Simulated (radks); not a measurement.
Results of a calculation; reference values are marked as such.
Initial-state core-level shifts of neutral chlorine when its valence configuration changes from [Ne] 3s2 3p5. Code: a radial shooting solver on a logarithmic mesh with Libxc functionals. Model: scalar-relativistic Kohn-Sham, r2SCAN, spin-polarised, spherical densities, finite nucleus; open shells are filled with parallel spins first; meta-GGA in the generalised Kohn-Sham scheme; Fermi nuclear charge, rms radius 3.3654 fm. Shifts are changes of the shell-averaged eigenvalues in eV (positive: less bound); the change of the density at the nucleus, which sets a Mossbauer isomer shift, is in e/bohr^3, on a base of 3600.

valence	1s	2s	2p	density at nucleus
3s1 3p6	-1.624	-1.546	-1.548	-12.4820
3s1.5 3p5.5	-0.805	-0.767	-0.768	-6.2755
